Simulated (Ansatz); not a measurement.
Geometry optimisation, Ansatz 0.2.0, RKS PBE/def2-SVP.

The input (input.yaml):

```yaml
crystal:
  periodic: [false, false, false]
  atoms:
    - { symbol: W, position_ang: [0.482595, 0.345172, -0.339307] }
    - { symbol: O, position_ang: [-0.310098, -0.368428, 2.634921] }
    - { symbol: H, position_ang: [-1.266799, -0.219031, 2.753552] }
    - { symbol: Cl, position_ang: [2.410138, 0.231038, -1.635396] }
    - { symbol: Cl, position_ang: [0.176415, 2.487041, -1.237071] }
    - { symbol: F, position_ang: [-1.201553, 0.629526, 0.440521] }
    - { symbol: Cl, position_ang: [0.905945, -1.776433, 0.425067] }
    - { symbol: Cl, position_ang: [-0.717654, -0.579569, -2.111663] }
    - { symbol: Cl, position_ang: [1.745259, 1.366485, 1.392983] }
    - { symbol: H, position_ang: [0.093251, 0.401999, 3.107894] }
basis:
  gaussian: { orbitals: def2-SVP }
hamiltonian:
  xc: pbe
relax:
  f_tol: 0.03
  max_steps: 50
output:
  orbitals: {}
```

Launched with:

```bash
$ ansatz run input.yaml --threads 4 --pin off --max-ram 5120MiB --backend cpu --events-out ev --progress --plain --runs-dir out
```

Question: Where does it end, and by what steps?

Answer: The forces met the threshold. After 13 steps the energy has fallen by 0.321 eV; O2 moved furthest, 0.60 Å.

| step | energy less start (eV) | largest force component (eV/Å) | accepted |
| --- | --- | --- | --- |
| 0 | 0.0000 | 0.845 | yes |
| 1 | -0.1290 | 0.939 | yes |
| 2 | -0.2290 | 1.628 | yes |
| 3 | -0.2111 | 2.234 | no |
| 4 | -0.3016 | 0.155 | yes |
| 5 | -0.3145 | 0.110 | yes |
| 6 | -0.3158 | 0.093 | yes |
| 7 | -0.3137 | 0.402 | no |
| 8 | -0.3181 | 0.030 | yes |
| 9 | -0.3186 | 0.225 | yes |
| 10 | -0.3196 | 0.053 | yes |
| 11 | -0.3198 | 0.074 | yes |
| 12 | -0.3204 | 0.042 | yes |
| 13 | -0.3206 | 0.028 | yes |

```xyz
10
Properties=species:S:1:pos:R:3
W 0.564 0.405 -0.515
O -0.544 -0.522 3.166
H -1.242 -0.126 2.610
Cl 2.479 0.237 -1.781
Cl 0.126 2.515 -1.388
F -1.009 0.592 0.529
Cl 0.894 -1.666 0.433
Cl -0.732 -0.550 -2.182
Cl 1.735 1.392 1.241
H 0.047 0.240 3.319
```

Whether the end is a true minimum wasn't checked by a vibrational analysis.

Run time: 55 s on 4 threads of Arm Neoverse V2, on a shared host, peak memory 0.28 GiB.
